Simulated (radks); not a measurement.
Neutral promethium inside a hard spherical wall (all orbitals vanish at R), configuration held at [Xe] 4f5 6s2 and not refilled when levels cross. Calculated with a radial shooting solver on a logarithmic mesh with Libxc functionals: scalar-relativistic Kohn-Sham, PBEsol, spin-polarised, spherical densities, point nucleus; open shells are filled with parallel spins first (spin-orbit coupling, left out, can overturn this in heavy ions). Eigenvalues in eV for spin up, with the zero of energy where the potential of the charges vanishes at infinity; a dash marks a level that is unbound or too diffuse for the functional's potential to be trusted. A positive occupied level is held by the wall or, in an anion where self-interaction has pushed it up, behind a barrier. The pressure on the wall is -dE/dV.

R (bohr)  E (hartree)  kinetic (hartree)    e(5s)    e(5p)   e(6s)   e(4f)  e(5d, empty)  e(6p, empty)  pressure (GPa)
free      -10017.1171          10684.163  -42.684  -23.285  -3.641  -3.187        -2.019        -1.235               0
20        -10017.1171          10684.163  -42.684  -23.285  -3.641  -3.187        -2.019        -1.234        < 0.0001
12        -10017.1165          10684.169  -42.636  -23.237  -3.605  -3.140        -1.977        -1.122         0.00865
10        -10017.1134          10684.193  -42.470  -23.074  -3.473  -2.977        -1.831        -0.838          0.0789
7         -10017.0618          10684.461  -41.233  -21.867  -2.168  -1.750        -0.687         1.417            2.37
6         -10016.9802          10684.800  -40.152  -20.833  -0.573  -0.653         0.432         3.927            8.21
4         -10016.0520          10688.330  -34.329  -15.290  13.297   5.828         7.822        23.147             187
3.5       -10015.0996          10691.927  -30.402  -11.311  25.185  10.552        13.459        38.094             523
2          -9991.9319          10766.659   26.384   54.486  215.87  67.678        100.75        249.50           31000
1.5        -9935.5985          10931.549   146.71   191.48  546.12  146.42        260.67        594.45          225000
